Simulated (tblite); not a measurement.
Record of a relaxation.

Compound: C4H12GeSi.
Atom-mapped SMILES: `[CH2:1]=[CH:2][CH2:3][C@@H:4]([SiH3:5])[GeH3:6]` (hydrogens: H7, H8 on C1; H9 on C2; H10, H11 on C3; H12 on C4; H13, H14, H15 on Si5; H16, H17, H18 on Ge6)

Computed with GFN2-xTB (tblite), gas phase: L-BFGS steps from a force-field or distance-geometry start until the largest atomic force falls under 0.01 eV/Å. 9 of its 132 geometries are shown.

Step 0: E = -497.0775 eV, largest atomic force 1.757 eV/Å
```
atom  x, y, z in Å  |  force x, y, z in eV/Å
C1      2.781   -0.618   -0.393    0.008   0.740   0.007
C2      1.753    0.082    0.097    1.398  -1.064   0.034
C3      0.515   -0.621    0.493   -0.797  -0.484  -0.488
C4     -0.644   -0.048   -0.329   -0.030  -0.750  -0.415
Si5    -2.167   -0.978    0.225   -0.719  -0.568   0.000
Ge6    -0.785    1.858   -0.186   -0.019   1.606   0.071
H7      3.713   -0.121   -0.689   -0.485  -0.368   0.078
H8      2.725   -1.699   -0.531    0.076   0.514   0.077
H9      1.813    1.160    0.251    0.025  -0.427  -0.098
H10     0.235   -0.504    1.563    0.559  -0.150  -0.489
H11     0.547   -1.709    0.192    0.362   0.849   0.788
H12    -0.501   -0.308   -1.392    0.161   0.139   0.246
H13    -2.104   -2.328   -0.359   -0.055   0.103   0.006
H14    -3.355   -0.258   -0.189   -0.281   0.055  -0.140
H15    -2.204   -1.139    1.671    0.038   0.059   0.218
H16    -2.219    2.354    0.195    0.723  -0.120  -0.219
H17    -0.336    2.534   -1.526   -0.290  -0.189   0.643
H18     0.223    2.349    0.892   -0.675   0.054  -0.321
```

Step 16: E = -497.4666 eV, largest atomic force 0.135 eV/Å
```
atom  x, y, z in Å  |  force x, y, z in eV/Å
C1      2.859   -0.643   -0.433   -0.048  -0.008   0.038
C2      1.823   -0.006    0.080    0.005   0.018  -0.063
C3      0.529   -0.642    0.472    0.115   0.057   0.043
C4     -0.661   -0.079   -0.319   -0.007  -0.088   0.063
Si5    -2.248   -0.997    0.208   -0.067  -0.039   0.046
Ge6    -0.805    1.903   -0.160   -0.006   0.036   0.011
H7      3.769   -0.133   -0.698   -0.009  -0.013  -0.016
H8      2.842   -1.709   -0.591    0.015  -0.001  -0.015
H9      1.865    1.067    0.235    0.026  -0.017  -0.031
H10     0.362   -0.453    1.538   -0.002   0.007   0.007
H11     0.602   -1.725    0.335   -0.065   0.021  -0.024
H12    -0.495   -0.296   -1.377    0.033   0.066  -0.041
H13    -2.217   -2.349   -0.366    0.023   0.045   0.019
H14    -3.461   -0.312   -0.242    0.046   0.028  -0.038
H15    -2.253   -1.094    1.671   -0.022   0.018  -0.003
H16    -2.189    2.406    0.133   -0.014  -0.073  -0.029
H17    -0.385    2.587   -1.431    0.025  -0.011   0.031
H18     0.052    2.481    0.933   -0.049  -0.044   0.002
```

Step 33: E = -497.4990 eV, largest atomic force 0.078 eV/Å
```
atom  x, y, z in Å  |  force x, y, z in eV/Å
C1      2.877   -0.684   -0.479   -0.010   0.006  -0.068
C2      1.855   -0.015    0.020   -0.021   0.000  -0.067
C3      0.574   -0.623    0.487   -0.018  -0.025   0.019
C4     -0.639   -0.084   -0.281    0.059   0.022   0.001
Si5    -2.250   -0.971    0.218    0.067   0.013  -0.030
Ge6    -0.847    1.884   -0.100    0.018   0.049  -0.014
H7      3.779   -0.199   -0.811   -0.018   0.036   0.019
H8      2.857   -1.756   -0.592   -0.033  -0.014   0.051
H9      1.896    1.067    0.105    0.025   0.009   0.000
H10     0.451   -0.390    1.550   -0.034   0.002   0.033
H11     0.624   -1.711    0.389    0.000  -0.016  -0.007
H12    -0.478   -0.280   -1.347    0.007   0.014   0.025
H13    -2.189   -2.339   -0.294   -0.015  -0.073  -0.003
H14    -3.377   -0.253   -0.375   -0.061  -0.034  -0.027
H15    -2.382   -0.993    1.674    0.011   0.020   0.062
H16    -2.290    2.283    0.005    0.024   0.030  -0.006
H17    -0.304    2.616   -1.296    0.031   0.016   0.058
H18    -0.165    2.454    1.115   -0.031  -0.056  -0.045
```

Step 49: E = -497.5236 eV, largest atomic force 0.145 eV/Å
```
atom  x, y, z in Å  |  force x, y, z in eV/Å
C1      2.845   -0.711   -0.540    0.040  -0.005  -0.019
C2      1.850   -0.007   -0.038   -0.022  -0.033  -0.032
C3      0.591   -0.594    0.503   -0.135  -0.027  -0.046
C4     -0.625   -0.073   -0.278   -0.034  -0.045  -0.019
Si5    -2.236   -0.978    0.212    0.091   0.023  -0.039
Ge6    -0.855    1.889   -0.052    0.027  -0.054   0.002
H7      3.724   -0.253   -0.959    0.040   0.044   0.015
H8      2.825   -1.788   -0.549   -0.017  -0.037  -0.015
H9      1.882    1.078   -0.038    0.025   0.034   0.018
H10     0.485   -0.322    1.560   -0.015  -0.003  -0.035
H11     0.637   -1.686    0.439   -0.001   0.043   0.031
H12    -0.447   -0.263   -1.343   -0.024   0.016   0.066
H13    -2.128   -2.399   -0.143    0.034   0.042   0.017
H14    -3.362   -0.383   -0.515    0.032  -0.025   0.033
H15    -2.421   -0.841    1.657   -0.032  -0.001   0.016
H16    -2.290    2.300   -0.178    0.006   0.033   0.003
H17    -0.100    2.716   -1.056    0.014  -0.020   0.014
H18    -0.384    2.320    1.306   -0.029   0.015  -0.011
```

Step 66: E = -497.5347 eV, largest atomic force 0.040 eV/Å
```
atom  x, y, z in Å  |  force x, y, z in eV/Å
C1      2.841   -0.725   -0.571    0.002  -0.005  -0.013
C2      1.846   -0.015   -0.074    0.017   0.010   0.019
C3      0.582   -0.581    0.480   -0.009  -0.016   0.000
C4     -0.643   -0.060   -0.280   -0.005  -0.003  -0.025
Si5    -2.227   -0.986    0.232   -0.006   0.003   0.011
Ge6    -0.860    1.895   -0.036    0.015   0.022   0.026
H7      3.730   -0.268   -0.969    0.007   0.026  -0.005
H8      2.814   -1.802   -0.596   -0.026  -0.026   0.008
H9      1.899    1.068   -0.062    0.012   0.035   0.010
H10     0.490   -0.289    1.532    0.015  -0.015   0.009
H11     0.620   -1.673    0.438   -0.013  -0.026  -0.004
H12    -0.487   -0.247   -1.346    0.007   0.012  -0.037
H13    -2.020   -2.413   -0.036   -0.017   0.010   0.006
H14    -3.358   -0.479   -0.549    0.015  -0.020   0.003
H15    -2.477   -0.781    1.660    0.001   0.000   0.017
H16    -2.260    2.367   -0.285    0.007  -0.011  -0.031
H17     0.028    2.720   -0.926   -0.022  -0.008   0.007
H18    -0.526    2.276    1.376    0.000   0.012  -0.002
```

Step 82: E = -497.5385 eV, largest atomic force 0.039 eV/Å
```
atom  x, y, z in Å  |  force x, y, z in eV/Å
C1      2.835   -0.730   -0.591    0.008   0.014  -0.004
C2      1.856   -0.014   -0.074   -0.009  -0.011   0.012
C3      0.587   -0.586    0.465   -0.010  -0.007   0.009
C4     -0.642   -0.049   -0.277   -0.002  -0.011  -0.008
Si5    -2.216   -0.983    0.253   -0.024   0.025   0.017
Ge6    -0.864    1.905   -0.025    0.001  -0.010   0.026
H7      3.733   -0.280   -0.979    0.009   0.008  -0.007
H8      2.784   -1.807   -0.641   -0.006   0.018  -0.005
H9      1.925    1.069   -0.031    0.009  -0.026   0.004
H10     0.498   -0.324    1.525    0.009  -0.001   0.005
H11     0.621   -1.677    0.395   -0.005   0.006   0.000
H12    -0.501   -0.221   -1.349    0.016  -0.015  -0.010
H13    -1.993   -2.417    0.047    0.008  -0.005  -0.004
H14    -3.346   -0.535   -0.565    0.002   0.006   0.003
H15    -2.490   -0.733    1.671    0.010   0.007  -0.007
H16    -2.240    2.365   -0.392   -0.013   0.008  -0.007
H17     0.082    2.732   -0.848    0.004   0.004  -0.006
H18    -0.637    2.292    1.406   -0.008  -0.009  -0.016
```

Step 98: E = -497.5408 eV, largest atomic force 0.024 eV/Å
```
atom  x, y, z in Å  |  force x, y, z in eV/Å
C1      2.832   -0.713   -0.606    0.010   0.004   0.005
C2      1.859   -0.021   -0.044    0.016   0.007   0.010
C3      0.585   -0.607    0.467    0.012   0.000  -0.010
C4     -0.634   -0.058   -0.286   -0.002  -0.005   0.011
Si5    -2.215   -0.965    0.267   -0.020   0.000   0.008
Ge6    -0.862    1.896   -0.045    0.007  -0.006  -0.014
H7      3.731   -0.247   -0.972   -0.005   0.014  -0.001
H8      2.775   -1.784   -0.715   -0.019   0.007  -0.006
H9      1.939    1.056    0.060    0.003   0.003  -0.006
H10     0.482   -0.369    1.532   -0.005   0.014  -0.019
H11     0.621   -1.696    0.372   -0.008  -0.003  -0.002
H12    -0.490   -0.239   -1.356    0.001  -0.012   0.017
H13    -2.000   -2.402    0.074   -0.013  -0.010   0.006
H14    -3.352   -0.517   -0.538    0.003   0.003   0.002
H15    -2.459   -0.688    1.686   -0.003  -0.010  -0.018
H16    -2.232    2.348   -0.453    0.004  -0.005   0.000
H17     0.097    2.729   -0.848    0.009  -0.007   0.016
H18    -0.685    2.284    1.392    0.009   0.007  -0.001
```

Step 115: E = -497.5431 eV, largest atomic force 0.035 eV/Å
```
atom  x, y, z in Å  |  force x, y, z in eV/Å
C1      2.820   -0.666   -0.630   -0.001   0.010   0.003
C2      1.859   -0.011   -0.007    0.003  -0.011  -0.003
C3      0.586   -0.627    0.472   -0.002   0.003  -0.002
C4     -0.631   -0.085   -0.286   -0.004   0.007   0.002
Si5    -2.225   -0.957    0.288   -0.002  -0.018  -0.003
Ge6    -0.843    1.874   -0.074    0.002  -0.006  -0.023
H7      3.722   -0.185   -0.967   -0.010   0.014  -0.012
H8      2.745   -1.724   -0.823    0.008  -0.025   0.000
H9      1.950    1.054    0.176    0.005   0.020   0.010
H10     0.464   -0.406    1.538    0.003  -0.001   0.009
H11     0.640   -1.713    0.359   -0.011  -0.005  -0.002
H12    -0.491   -0.286   -1.352   -0.002  -0.003   0.006
H13    -2.054   -2.403    0.113    0.006  -0.003  -0.002
H14    -3.355   -0.490   -0.515   -0.007   0.004   0.000
H15    -2.451   -0.663    1.706   -0.007   0.002  -0.005
H16    -2.190    2.339   -0.536    0.015  -0.003  -0.003
H17     0.163    2.687   -0.837   -0.002   0.001  -0.007
H18    -0.717    2.269    1.364    0.005   0.015   0.031
```

Step 131: E = -497.5441 eV, largest atomic force 0.008 eV/Å
```
atom  x, y, z in Å  |  force x, y, z in eV/Å
C1      2.808   -0.639   -0.639    0.001  -0.002  -0.003
C2      1.851   -0.010    0.017   -0.001   0.000   0.006
C3      0.582   -0.641    0.485   -0.006  -0.001   0.000
C4     -0.633   -0.095   -0.276   -0.001   0.002   0.000
Si5    -2.233   -0.961    0.293    0.006  -0.003  -0.005
Ge6    -0.822    1.868   -0.088   -0.002   0.001   0.002
H7      3.699   -0.137   -0.975   -0.001  -0.003   0.004
H8      2.741   -1.692   -0.861   -0.002   0.002  -0.007
H9      1.941    1.050    0.235    0.001   0.004  -0.002
H10     0.452   -0.435    1.553    0.005   0.004   0.003
H11     0.640   -1.726    0.357   -0.003  -0.003   0.000
H12    -0.492   -0.303   -1.341    0.001  -0.003   0.005
H13    -2.068   -2.406    0.102   -0.001   0.004   0.000
H14    -3.362   -0.476   -0.502    0.000  -0.003  -0.003
H15    -2.458   -0.679    1.713   -0.001   0.002   0.002
H16    -2.163    2.343   -0.556    0.003  -0.004   0.001
H17     0.191    2.652   -0.873    0.001   0.003  -0.004
H18    -0.684    2.294    1.343    0.001  -0.001   0.001
```

Task: Summarise the path.

Result: The energy falls by 45.02 kJ/mol from step 0 to step 131; nine tenths of that is first reached at step 33. It falls at every step. The largest force goes from 1.757 to 0.008 eV/Å. Among the bonds Ge6–H16 changes most, from 1.564 to 1.498 Å; the atoms move by 0.434 Å rms after alignment.

Task: Follow the three bonds and two angles with the largest change from start to end.

Result: 
| step | E above end (kJ/mol) | largest force (eV/Å) | Ge6–H16 (Å) | C4–Ge6 (Å) | Ge6–H17 (Å) | C4–C3–H11 (°) | C2–C3–H10 (°) |
| --- | --- | --- | --- | --- | --- | --- | --- |
| 0 | 45.02 | 1.757 | 1.564 | 1.917 | 1.566 | 103.8 | 114.8 |
| 6 | 14.37 | 0.512 | 1.490 | 1.961 | 1.494 | 109.6 | 109.9 |
| 11 | 9.09 | 0.284 | 1.496 | 2.000 | 1.502 | 109.5 | 109.3 |
| 17 | 7.26 | 0.150 | 1.501 | 1.993 | 1.503 | 110.2 | 108.6 |
| 23 | 6.30 | 0.093 | 1.498 | 1.988 | 1.502 | 108.9 | 108.1 |
| 28 | 5.14 | 0.094 | 1.500 | 1.986 | 1.501 | 110.4 | 108.1 |
| 34 | 4.22 | 0.072 | 1.500 | 1.988 | 1.503 | 110.0 | 108.3 |
| 40 | 3.34 | 0.124 | 1.498 | 1.991 | 1.502 | 109.8 | 109.9 |
| 46 | 2.39 | 0.085 | 1.500 | 1.989 | 1.504 | 110.4 | 109.2 |
| 51 | 1.79 | 0.104 | 1.503 | 1.984 | 1.508 | 110.1 | 109.4 |
| 57 | 1.25 | 0.065 | 1.498 | 1.984 | 1.503 | 110.8 | 109.2 |
| 63 | 1.04 | 0.054 | 1.498 | 1.983 | 1.503 | 110.5 | 109.0 |
| 68 | 0.85 | 0.047 | 1.499 | 1.984 | 1.503 | 110.4 | 109.0 |
| 74 | 0.70 | 0.027 | 1.498 | 1.981 | 1.503 | 110.0 | 108.9 |
| 80 | 0.58 | 0.031 | 1.497 | 1.983 | 1.502 | 110.2 | 108.9 |
| 85 | 0.50 | 0.022 | 1.498 | 1.982 | 1.503 | 110.0 | 109.1 |
| 91 | 0.41 | 0.029 | 1.498 | 1.982 | 1.502 | 109.8 | 109.0 |
| 97 | 0.33 | 0.031 | 1.499 | 1.982 | 1.503 | 109.9 | 109.0 |
| 103 | 0.24 | 0.026 | 1.498 | 1.981 | 1.502 | 109.7 | 109.1 |
| 108 | 0.17 | 0.029 | 1.498 | 1.981 | 1.503 | 109.8 | 108.9 |
| 114 | 0.11 | 0.038 | 1.499 | 1.981 | 1.502 | 109.7 | 108.9 |
| 120 | 0.06 | 0.029 | 1.497 | 1.981 | 1.502 | 109.7 | 108.9 |
| 125 | 0.03 | 0.018 | 1.498 | 1.982 | 1.502 | 109.6 | 108.9 |
| 131 | 0.00 | 0.008 | 1.498 | 1.982 | 1.502 | 109.7 | 109.1 |

The cost below is that of the whole relaxation. The run took 2.9 s on Intel Xeon at 2.50 GHz, one thread, shared host with 64 logical CPUs at a one-minute load of 62.
